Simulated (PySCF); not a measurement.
C₂H₇FSi₃, SMILES [SiH2]([SiH3])C#C[SiH2]F.

Coordinates come from a PBE-D3(BJ)/def2-SVP optimisation. This is a generated structure with no PubChem entry under its InChIKey; it may be hypothetical.

These are TDA-B3LYP/def2-SVPD (PySCF) values and carry that method's errors.

Vertical excitations. The molecule is in vacuum.

Computed excitation energies, oscillator strengths and character:
```json
[
 {"state": "S1", "energy (eV)": "5.13", "λ (nm)": "242", "f": "0.000", "main pairs": "HOMO−1→LUMO 92 %"},
 {"state": "S2", "energy (eV)": "5.33", "λ (nm)": "233", "f": "0.051", "main pairs": "HOMO→LUMO 60 %, HOMO−1→LUMO+1 34 %"},
 {"state": "S3", "energy (eV)": "5.41", "λ (nm)": "229", "f": "0.002", "main pairs": "HOMO→LUMO+1 87 %"},
 {"state": "S4", "energy (eV)": "6.48", "λ (nm)": "191", "f": "0.445", "main pairs": "HOMO−2→LUMO 53 %, HOMO→LUMO 24 %, HOMO−1→LUMO+1 18 %"},
 {"state": "S5", "energy (eV)": "6.78", "λ (nm)": "183", "f": "0.007", "main pairs": "HOMO−2→LUMO+1 89 %"},
 {"state": "S6", "energy (eV)": "6.83", "λ (nm)": "182", "f": "0.043", "main pairs": "HOMO→LUMO+2 92 %"},
 {"state": "S7", "energy (eV)": "7.05", "λ (nm)": "176", "f": "0.000", "main pairs": "HOMO−1→LUMO+2 95 %"},
 {"state": "S8", "energy (eV)": "7.08", "λ (nm)": "175", "f": "0.002", "main pairs": "HOMO→LUMO+3 97 %"},
 {"state": "S9", "energy (eV)": "7.12", "λ (nm)": "174", "f": "0.002", "main pairs": "HOMO→LUMO+4 54 %, HOMO−3→LUMO 37 %"},
 {"state": "S10", "energy (eV)": "7.23", "λ (nm)": "172", "f": "0.013", "main pairs": "HOMO−5→LUMO 63 %, HOMO→LUMO+4 19 %, HOMO−3→LUMO 12 %"},
 {"state": "T1", "energy (eV)": "4.27", "λ (nm)": "290", "f": "0", "main pairs": "HOMO→LUMO 61 %, HOMO−1→LUMO+1 20 %, HOMO−2→LUMO 11 %"},
 {"state": "T2", "energy (eV)": "4.65", "λ (nm)": "267", "f": "0", "main pairs": "HOMO−1→LUMO 66 %, HOMO→LUMO+1 24 %"},
 {"state": "T3", "energy (eV)": "4.70", "λ (nm)": "264", "f": "0", "main pairs": "HOMO−1→LUMO+1 72 %, HOMO→LUMO 20 %"},
 {"state": "T4", "energy (eV)": "5.19", "λ (nm)": "239", "f": "0", "main pairs": "HOMO→LUMO+1 66 %, HOMO−1→LUMO 29 %"}
]
```
Triplets are in the Tamm–Dancoff approximation.
